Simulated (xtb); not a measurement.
C2H7Al, charge +1, doublet, from a rough starting geometry (GFN-xTB shapes and energies of metal compounds can be far from the true ones) (a state made from the parent by changing its charge; the spin is typed, not shown lowest); GFN2-xTB (xtb).

The xtb input:
```
$ xtb mol.xyz --gfn 2 --chrg 1 --uhf 1 --opt vtight --json

# file mol.xyz
10

Al     0.54940176    -0.09629951    -0.31803665
C     -0.40274714    -1.68989952     0.39474002
H     -0.36218239    -2.55649172    -0.21909036
H     -1.48007573    -1.52433303     0.49824599
H     -0.02490511    -1.99863579     1.36833999
C      0.04550008     1.79961701    -0.14512918
H      0.69094487     2.38163149    -0.78653105
H      0.16217483     2.20475977     0.85451983
H     -0.97732699     1.98910152    -0.40244600
H      1.75097809    -0.49357554    -1.18244781
```

Question: What does xtb print? Leave out banner, timings and long lists.

Answer: 
```
   ID    Z sym.   atoms
    1   13 Al     1
    2    6 C      2, 6
    3    1 H      3-5, 7-10

           -------------------------------------------------
          |                Calculation Setup                |
           -------------------------------------------------

           -------------------------------------------------
          |                 G F N 2 - x T B                 |
           -------------------------------------------------

          ...................................................
          :                      SETUP                      :
          :.................................................:
          :  # basis functions                  25          :
          :  # atomic orbitals                  24          :
          :  # shells                           14          :
          :  # electrons                        17          :
          :  max. iterations                   250          :
          :  Hamiltonian                  GFN2-xTB          :
          :  restarted?                      false          :
          :  GBSA solvation                  false          :
          :  PC potential                    false          :
          :  electronic temp.          300.0000000     K    :
          :  accuracy                    1.0000000          :
          :  -> integral cutoff          0.2500000E+02      :
          :  -> integral neglect         0.1000000E-07      :
          :  -> SCF convergence          0.1000000E-05 Eh   :
          :  -> wf. convergence          0.1000000E-03 e    :
          :  Broyden damping             0.4000000          :
          :  net charge                          1          :
          :  unpaired electrons                  1          :
          ...................................................

 iter      E             dE          RMSdq      gap      omega  full diag
   1     -8.4898643 -0.848986E+01  0.162E+01    5.06       0.0  T
   2     -8.5024436 -0.125793E-01  0.117E+01    4.75       1.0  T
   3     -8.4292214  0.732222E-01  0.798E+00    4.02       1.0  T
   4     -8.3496806  0.795408E-01  0.784E+00    4.39       1.0  T
   5     -8.5207662 -0.171086E+00  0.327E+00    5.00       1.0  T
   6     -8.5292715 -0.850530E-02  0.165E+00    4.97       1.0  T
   7     -8.4996094  0.296621E-01  0.186E+00    5.00       1.0  T
   8     -8.5266476 -0.270382E-01  0.135E+00    5.04       1.0  T
   9     -8.5314956 -0.484804E-02  0.112E+00    5.05       1.0  T
  10     -8.5335348 -0.203920E-02  0.128E-01    5.06       1.0  T
  11     -8.5333116  0.223295E-03  0.190E-01    5.07       1.0  T
  12     -8.5335755 -0.263996E-03  0.470E-02    5.07       1.0  T
  13     -8.5335830 -0.742425E-05  0.424E-02    5.07       1.0  T
  14     -8.5335886 -0.563827E-05  0.119E-02    5.07       2.7  T
  15     -8.5335890 -0.408820E-06  0.614E-03    5.07       5.1  T
  16     -8.5335891 -0.575489E-07  0.403E-03    5.07       7.8  T
  17     -8.5335891 -0.400820E-07  0.810E-04    5.07      39.1  T
  18     -8.5335891 -0.219662E-08  0.208E-04    5.07     152.3  T

   *** convergence criteria satisfied after 18 iterations ***

         :::::::::::::::::::::::::::::::::::::::::::::::::::::
         ::                     SUMMARY                     ::
         :::::::::::::::::::::::::::::::::::::::::::::::::::::
         :: total energy              -8.395761736234 Eh    ::
         :: gradient norm              0.046814913038 Eh/a0 ::
         :: HOMO-LUMO gap              5.069481408464 eV    ::
         ::.................................................::
         :: SCC energy                -8.533585172158 Eh    ::
         :: -> isotropic ES            0.111888067891 Eh    ::
         :: -> anisotropic ES         -0.016626897549 Eh    ::
         :: -> anisotropic XC         -0.002503289901 Eh    ::
         :: -> dispersion             -0.002567305450 Eh    ::
         :: repulsion energy           0.137823435924 Eh    ::
         :: add. restraining           0.000000000000 Eh    ::
         :: total charge               1.000000000000 e     ::
         :::::::::::::::::::::::::::::::::::::::::::::::::::::

      -----------------------------------------------------------
     |                   =====================                   |
     |                        A N C O P T                        |
     |                   =====================                   |
     |               Approximate Normal Coordinate               |
     |                Rational Function Optimizer                |
      -----------------------------------------------------------
      -----------------------------------------------------------
     |                   =====================                   |
     |                        A N C O P T                        |
     |                   =====================                   |
     |               Approximate Normal Coordinate               |
     |                Rational Function Optimizer                |
      -----------------------------------------------------------

          ...................................................
          :                      SETUP                      :
          :.................................................:
          :   optimization level         verytight          :
          :   max. optcycles                   200          :
          :   ANC micro-cycles                  20          :
          :   degrees of freedom                24          :
          :.................................................:
          :   RF solver                   davidson          :
          :   write xtbopt.log                true          :
          :   linear?                        false          :
          :   energy convergence         0.1000000E-06 Eh   :
          :   grad. convergence          0.2000000E-03 Eh/α :
          :   maxmium RF displ.          1.0000000          :
[...]
 * total energy  :    -8.4030660 Eh     change       -0.1224720E-05 Eh
 * total energy  :    -8.4030671 Eh     change       -0.1099538E-05 Eh
 * total energy  :    -8.4030687 Eh     change       -0.1546066E-05 Eh
 * total energy  :    -8.4030697 Eh     change       -0.1072144E-05 Eh
 * total energy  :    -8.4030695 Eh     change        0.2609310E-06 Eh
 * total energy  :    -8.4030705 Eh     change       -0.9924273E-06 Eh
 * total energy  :    -8.4030709 Eh     change       -0.4198067E-06 Eh
 * total energy  :    -8.4030711 Eh     change       -0.2265552E-06 Eh
 * total energy  :    -8.4030712 Eh     change       -0.1464338E-06 Eh
 * total energy  :    -8.4030716 Eh     change       -0.3288954E-06 Eh
 * total energy  :    -8.4030715 Eh     change        0.1073726E-06 Eh
 * total energy  :    -8.4030717 Eh     change       -0.2117338E-06 Eh
 * total energy  :    -8.4030717 Eh     change       -0.2911827E-07 Eh
   *** GEOMETRY OPTIMIZATION CONVERGED AFTER 47 ITERATIONS ***
[...]

   *** convergence criteria satisfied after 3 iterations ***

         :::::::::::::::::::::::::::::::::::::::::::::::::::::
         ::                     SUMMARY                     ::
         :::::::::::::::::::::::::::::::::::::::::::::::::::::
         :: total energy              -8.403071709894 Eh    ::
         :: gradient norm              0.000020933276 Eh/a0 ::
         :: HOMO-LUMO gap              4.843260816462 eV    ::
         ::.................................................::
         :: SCC energy                -8.520673282072 Eh    ::
         :: -> isotropic ES            0.108602250284 Eh    ::
         :: -> anisotropic ES         -0.021676256355 Eh    ::
         :: -> anisotropic XC         -0.005763317534 Eh    ::
         :: -> dispersion             -0.002469823861 Eh    ::
         :: repulsion energy           0.117601572177 Eh    ::
         :: add. restraining           0.000000000000 Eh    ::
         :: total charge               1.000000000000 e     ::
         :::::::::::::::::::::::::::::::::::::::::::::::::::::

           -------------------------------------------------
          |                Property Printout                |
           -------------------------------------------------

    * Orbital Energies and Occupations

         #    Occupation            Energy/Eh            Energy/eV
      -------------------------------------------------------------
         1        2.0000           -0.7850115             -21.3613
         2        2.0000           -0.7662232             -20.8500
         3        2.0000           -0.6819294             -18.5562
         4        2.0000           -0.6639867             -18.0680
         5        2.0000           -0.6631598             -18.0455
         6        2.0000           -0.6577430             -17.8981
         7        2.0000           -0.6568237             -17.8731
         8        1.6816           -0.5903741             -16.0649
         9        1.3184           -0.5889282             -16.0256 (HOMO)
        10                         -0.4109416             -11.1823 (LUMO)
        11                         -0.3815998             -10.3839
        12                         -0.3471795              -9.4472
        13                         -0.3053121              -8.3080
        14                         -0.2738558              -7.4520
        15                         -0.2107650              -5.7352
        16                         -0.0191575              -0.5213
        17                         -0.0146285              -0.3981
        18                          0.0063720               0.1734
        19                          0.0257790               0.7015
        20                          0.0356185               0.9692
       ...                                ...                  ...
        24                          0.8924487              24.2848
      -------------------------------------------------------------
                  HL-Gap            0.1779866 Eh            4.8433 eV
             Fermi-level           -0.5447930 Eh          -14.8246 eV

     #   Z          covCN         q      C6AA      α(0)
     1  13 Al       2.547     0.369    94.781    19.948
     2   6 C        3.604    -0.186    24.785     7.196
     3   1 H        0.923     0.170     1.263     1.758
     4   1 H        0.924     0.154     1.366     1.828
     5   1 H        0.924     0.154     1.366     1.828
     6   6 C        3.604    -0.186    24.785     7.196
     7   1 H        0.923     0.170     1.263     1.758
     8   1 H        0.924     0.154     1.366     1.828
     9   1 H        0.924     0.154     1.366     1.828
    10   1 H        0.876     0.047     2.371     2.411

 Mol. C6AA /au·bohr⁶  :        771.537834
 Mol. C8AA /au·bohr⁸  :      30823.889930
 Mol. α(0) /au        :         47.577353

Wiberg/Mayer (AO) data.
largest (>0.10) Wiberg bond orders for each atom

 ---------------------------------------------------------------------------
     #   Z sym  total        # sym  WBO       # sym  WBO       # sym  WBO
 ---------------------------------------------------------------------------
     1  13 Al   3.240 --     2 C    1.000     6 C    1.000    10 H    0.690
                             3 H    0.101     7 H    0.101
     2   6 C    3.697 --     1 Al   1.000     4 H    0.877     5 H    0.877
                             3 H    0.856
     3   1 H    0.965 --     2 C    0.856     1 Al   0.101
     4   1 H    0.969 --     2 C    0.877
     5   1 H    0.969 --     2 C    0.877
     6   6 C    3.697 --     1 Al   1.000     8 H    0.877     9 H    0.877
                             7 H    0.856
     7   1 H    0.965 --     6 C    0.856     1 Al   0.101
     8   1 H    0.969 --     6 C    0.877
     9   1 H    0.969 --     6 C    0.877
    10   1 H    0.769 --     1 Al   0.690
 ---------------------------------------------------------------------------

Topologies differ in total number of bonds
Writing topology from bond orders to xtbtopo.mol

molecular dipole:
                 x           y           z       tot (Debye)
 q only:        0.055      -0.014      -0.040
   full:        0.016      -0.004      -0.007       0.046
molecular quadrupole (traceless):
                xx          xy          yy          xz          yz          zz
 q only:       -5.001       2.072      10.165      -1.076      -2.408      -5.164
  q+dip:       -5.969       2.413      12.276      -1.743      -2.860      -6.307
   full:       -3.941       1.860       7.361       1.116      -1.977      -3.420

optimized geometry written to: xtbopt.xyz

           -------------------------------------------------
          | TOTAL ENERGY               -8.403071709894 Eh   |
          | GRADIENT NORM               0.000020933276 Eh/α |
          | HOMO-LUMO GAP               4.843260816462 eV   |
           -------------------------------------------------
```
